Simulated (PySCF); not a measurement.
**Worked example: entropy of an ideal gas**

AsH4Si, SMILES [SiH3][AsH], multiplicity 2.

Geometry: r2SCAN-D4/def2-TZVP. The isomer is the one that the SMILES or the coordinates give; other isomers of the formula were not compared.

r2SCAN-D4/def2-TZVP in PySCF gives the harmonic wavenumbers 166, 357, 447, 472, 709, 880, 937, 942, 2174, 2200, 2208, 2227 cm⁻¹ and the rotational temperatures 2.9564, 0.1841, 0.1809 K. The molar mass is 107.04 g/mol, the symmetry number 1, the spin multiplicity 2.

Work out the entropy at 298.15 K and 1 atm in the rigid-rotor, harmonic-oscillator model.


Translation (Sackur–Tetrode at 1 atm): S = R[1.5 ln M + 2.5 ln T − 1.16487] = 167.0 J/(mol K).
Rotation: q = (√π/σ) T^1.5/√(θA θB θC) = 29100, S = R[ln q + 3/2] = 97.9 J/(mol K).
Vibration: with u = 1.4388 ν/T, each mode gives R[u/(e^u − 1) − ln(1 − e^−u)]:
```
ν (cm⁻¹)  modes     u  S (J/(mol K))
--------  -----  ----  -------------
166           1  0.80          10.38
357           1  1.72           4.75
447           1  2.16           3.37
472           1  2.28           3.06
709           1  3.42           1.24
880           1  4.25           0.63
937           1  4.52           0.50
942           1  4.55           0.49
```
The stiffer modes add less than 0.005 each. Sum 24.4 J/(mol K).
Spin: R ln 2 = 5.8 J/(mol K).
Total 295.2 J/(mol K); the program's own thermochemistry gives 295.2. Translation makes up 57 % and vibration 8 %. Anharmonicity, hindered rotation and orbital degeneracy are left out.
